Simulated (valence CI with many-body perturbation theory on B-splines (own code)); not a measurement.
The numbers below are computed, except where a source is named.
# Hyperfine factors and g values of Ce⁵³⁺

Method: valence CI with perturbative core correlation (CI+MBPT): three valence electrons over a frozen Dirac-Fock core [He], a basis of 11 s, 11 p, 10 d, 8 f, 5 g, 2 h functions for each j, with the one-electron correlation potential Σ1 (screened to all orders), the two-electron term Σ2, the three-electron term Σ3, Breit, model QED; selected single and double excitations, second order for the rest, scaled by the run's own slope (own B-spline code, finite nucleus).

The last digits are not significant, and no measured levels were compared; by estimate large intervals hold to a few tenths of a per cent, small ones and those within an open d or f shell to about a per cent.

A/g_I is the dipole constant over the nuclear g factor μ/I (μ in nuclear magnetons, uniformly magnetised nucleus), B/Q the quadrupole constant per barn. Both hold the static response of the core; the bare values leave it out. Large factors of s and p1/2 electrons are usually good to 5 to 10 %; those of open d and f shells near neutrality can be off by tens of per cent, and small factors of p3/2, d and f electrons come from cancelling terms and can be off by a factor of two or in sign, in half-filled shells by more. B is blank for J = 1/2, where it vanishes, and for nearly pure S terms. Energies count from the lowest level.

Levels are named by their leading jj configuration (3d3/2^4 stands for four electrons in 3d with j = 3/2), which in mixed levels can hold well under half, so a name can repeat and another be missing. Letters in brackets count levels of one name in rising energy.

| Level | E (× 10³ cm⁻¹) | g | A/g_I (MHz) | A/g_I bare | B/Q (MHz/b) | B/Q bare |
| --- | --- | --- | --- | --- | --- | --- |
| (2s^2 2p1/2) J=1/2 | 0.00 | 0.636 | 2710000 | 2700000 |  |  |
| (2s 2p1/2^2) J=1/2 | 1470.7 | 2.133 | 8180000 | 8090000 |  |  |
| (2s^2 2p3/2) J=3/2 | 3958.8 | 1.312 | 390000 | 400000 | 749000 | 751000 |
| (2s 2p1/2 2p3/2) J=3/2 [a] | 4984.2 | 1.647 | 2080000 | 2070000 | 591000 | 592000 |
| (2s 2p1/2 2p3/2) J=5/2 | 5258.0 | 1.340 | 2430000 | 2420000 | 552000 | 553000 |
| (2s 2p1/2 2p3/2) J=1/2 | 5691.7 | 1.235 | -2840000 | -2780000 |  |  |
| (2s 2p1/2 2p3/2) J=3/2 [b] | 5697.5 | 0.970 | 30200 | 48900 | 442000 | 443000 |
| (2p1/2^2 2p3/2) J=3/2 | 7257.4 | 1.345 | 353000 | 373000 | 702000 | 704000 |
| (2s 2p3/2^2) J=5/2 | 9088.5 | 1.414 | 2000000 | 1990000 | 195000 | 195000 |
| (2s 2p3/2^2) J=1/2 | 9737.0 | 1.897 | 8390000 | 8280000 |  |  |
| (2s 2p3/2^2) J=3/2 | 9744.9 | 1.185 | -1200000 | -1160000 | -140000 | -140000 |
| (2p1/2 2p3/2^2) J=3/2 | 10933 | 1.439 | -97000 | -70200 | 74200 | 74300 |
| (2p1/2 2p3/2^2) J=5/2 | 11099 | 1.177 | 838000 | 848000 | -2790 | -2790 |
| (2p1/2 2p3/2^2) J=1/2 | 11436 | 0.637 | 2720000 | 2690000 |  |  |
| (2p3/2^3) J=3/2 | 15171 | 1.287 | 380000 | 397000 | -775000 | -777000 |
| (2s^2 3s) J=1/2 | 49068 | 1.990 | 2470000 | 2440000 |  |  |
| (2s^2 3p1/2) J=1/2 | 49572 | 0.668 | 804000 | 799000 |  |  |
| (2s 2p1/2 3s) J=1/2 [a] | 50058 | 2.374 | 4720000 | 4660000 |  |  |
| (2s 2p1/2 3s) J=3/2 | 50216 | 1.550 | 4360000 | 4310000 | -87400 | -87600 |
| (2s 2p1/2 3s) J=1/2 [b] | 50403 | 0.730 | 4270000 | 4230000 |  |  |
| (2s 2p1/2 3p1/2) J=1/2 [a] | 50484 | 0.266 | -512000 | -496000 |  |  |
| (2s 2p1/2 3p1/2) J=3/2 | 50657 | 1.112 | 3910000 | 3870000 | -97200 | -97300 |
| (2s^2 3p3/2) J=3/2 | 50759 | 1.336 | 259000 | 261000 | 203000 | 203000 |
| (2s 2p1/2 3p1/2) J=1/2 [b] | 50909 | 1.971 | 8410000 | 8310000 |  |  |
| (2s^2 3d3/2) J=3/2 | 51122 | 0.798 | 118000 | 118000 | 36200 | 36600 |
| (2s^2 3d5/2) J=5/2 | 51443 | 1.193 | 60300 | 59900 | 59200 | 59700 |
| (2s 2p1/2 3p3/2) J=3/2 [a] | 51727 | 1.400 | 430000 | 429000 | 215000 | 215000 |
| (2p1/2^2 3s) J=1/2 | 51744 | 1.655 | -240000 | -235000 |  |  |
| (2s 2p1/2 3p3/2) J=5/2 | 51924 | 1.332 | 2250000 | 2230000 | 110000 | 111000 |
| (2s 2p1/2 3p3/2) J=3/2 [b] | 51947 | 1.246 | 1250000 | 1240000 | 125000 | 125000 |
| (2s 2p1/2 3d3/2) J=3/2 [a] | 52012 | 0.560 | -734000 | -722000 | 49600 | 50000 |
| (2s 2p1/2 3p3/2) J=1/2 | 52109 | 1.646 | -865000 | -848000 |  |  |
| (2p1/2^2 3p1/2) J=1/2 | 52195 | 0.546 | -1040000 | -1030000 |  |  |
| (2s 2p1/2 3d3/2) J=5/2 | 52198 | 1.027 | 2100000 | 2080000 | -44400 | -44200 |
| (2s 2p1/2 3d3/2) J=3/2 [b] | 52323 | 1.209 | 2140000 | 2110000 | 75000 | 75200 |
| (2s 2p1/2 3d5/2) J=5/2 [a] | 52422 | 1.324 | 664000 | 655000 | 45900 | 46400 |
| (2s 2p1/2 3d3/2) J=1/2 | 52438 | 0.520 | -1720000 | -1700000 |  |  |
| (2s 2p1/2 3d5/2) J=7/2 | 52595 | 1.237 | 1600000 | 1590000 | -63800 | -63400 |
| (2s 2p1/2 3d5/2) J=5/2 [b] | 52681 | 1.059 | 180000 | 180000 | 128000 | 129000 |
| (2s 2p1/2 3d5/2) J=3/2 | 52682 | 1.080 | -1960000 | -1940000 | 15100 | 15400 |
